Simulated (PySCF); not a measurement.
BiMe2Br, C₂H₆BiBr.
Bonds: Bi1–C2, Bi1–C6, Bi1–Br10. Hydrogens: H3, H4, H5 on C2; H7, H8, H9 on C6.

Method: PySCF 2.14.0, PBE0-D3(BJ)/def2-SVP geometry optimisation, gas phase, def2 core potentials past Kr; density fitting, grid level 1; the optimiser is geomeTRIC in internal coordinates, started from a GFN2-xTB structure with every atom displaced at random (about 0.03 Å).

Step 0: E = -78038.9295 eV
```
atom  x, y, z in Å  |  force x, y, z in eV/Å
Bi1    -0.2494   -0.6210    1.2965   -0.785   1.061   0.028
C2      1.5414   -0.5597    0.0073    1.333  -1.353  -0.498
H3      1.2283   -0.6783   -1.0516    0.155  -0.121   0.416
H4      2.3197   -1.3430    0.2990   -1.079   0.626  -0.420
H5      2.0580    0.3814    0.1046    0.200   0.915   0.129
C6     -1.2564    1.0968    0.0129    2.704  -0.366   0.308
H7     -2.2801    1.1340    0.2089   -2.175  -0.078   0.353
H8     -1.0331    0.8807   -1.0403   -0.064  -0.032   0.052
H9     -0.7909    2.0478    0.3215    0.019  -0.058  -0.088
Br10   -1.4129   -2.4156   -0.1542   -0.308  -0.593  -0.279
```

Question: Estimate the geometry and energy of step 1. (The exact step hangs on the optimiser's Hessian estimate; all steps are aligned on step 0, rigid shifts and turns removed.)

Answer: E = -78039.1210 eV, largest force 0.674 eV/Å
```
atom  x, y, z in Å  |  force x, y, z in eV/Å
Bi1    -0.3250   -0.5557    1.2644    0.296  -0.603  -0.054
C2      1.5701   -0.5296   -0.0146    0.125   0.119   0.108
H3      1.2914   -0.6858   -1.0641   -0.084  -0.025  -0.029
H4      2.2755   -1.3096    0.2996   -0.089  -0.120   0.037
H5      2.0814    0.4434    0.0864   -0.173   0.010   0.029
C6     -1.2185    1.0744    0.0394   -0.058   0.226  -0.055
H7     -2.2997    1.1132    0.2280    0.023   0.057  -0.129
H8     -0.9927    0.8348   -1.0063   -0.142   0.114  -0.079
H9     -0.7407    2.0217    0.3330   -0.055   0.033  -0.071
Br10   -1.5171   -2.4836   -0.1614    0.157   0.188   0.244
```

The energy changes by -0.1915 eV. The first-order estimate −F·Δx gives -0.5156 eV and the mean of the old and new forces, exact on a quadratic surface, -0.1949 eV. The step makes an angle of 61° with the force vector and moves no atom by more than 0.125 Å.

What follows is the cost of the whole optimisation. Hardware: one thread, Arm Neoverse N1 (aarch64), no GPU (shared host). Cost: 2.8 min of wall time, 0.47 GiB resident at most.
